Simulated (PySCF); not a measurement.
Compound: C₆H₆N₂S.
Bonds: N1–C2, C2–S3 (double), C2–C4, C4–C5 (aromatic), C5–C6 (aromatic), C6–N7 (aromatic), N7–C8 (aromatic), C8–C9 (aromatic), C4–C9 (aromatic). Hydrogens: H10, H11 on N1; H12 on C5; H13 on C6; H14 on C8; H15 on C9.

Level: wB97X-D/pcSseg-2 in PySCF, non-relativistic, on one gas-phase PBE0-D3(BJ)/def2-TZVP geometry that isn't relaxed in the solvent. The solvent is an IEF-PCM continuum (van der Waals radii × 1.2). Only the electrostatic response of the medium enters.

Gas phase at wB97X-D/pcSseg-2: HOMO -8.29 eV, LUMO -0.50 eV, dipole 3.91 D.

Q: What does the continuum do to the energy, the frontier levels and the dipole at wB97X-D/pcSseg-2 in chloroform?

A: 
```
   solvent      ε  E(solvent) − E(gas) (kcal/mol)  polarisation term (kcal/mol)  distortion of the solute (kcal/mol)  HOMO (eV)  LUMO (eV)  dipole (D)
chloroform  4.711                           -8.19                         -9.87                                 1.68      -8.42      -0.45        5.32
```

The first energy column is the sum of the next two and covers electrostatics alone.

Q: Which radius a makes the point-dipole formula ΔE = −[(ε − 1)/(2ε + 1)]·μ²/a³ give the value in chloroform, with the gas-phase dipole?

A: μ = 1.537 au and |ΔE| = 0.01305 Eh give a = 2.12 Å; the farthest nucleus lies 3.47 Å from the centroid of the nuclei, so such a sphere wouldn't even hold the nuclei. The formula assumes a rigid point dipole at the centre of a sphere.

The values belong to the conformer `[NH2:1][C:2](=[S:3])[c:4]1[cH:5][cH:6][n:7][cH:8][cH:9]1`: N1–C2–C4–C5 -147°, H–N1–C2–S3 -2°, H–N1–C2–S3 -170°.

wB97X-D is run here without its empirical dispersion term; that term would change no orbital, density or response property at a fixed geometry.
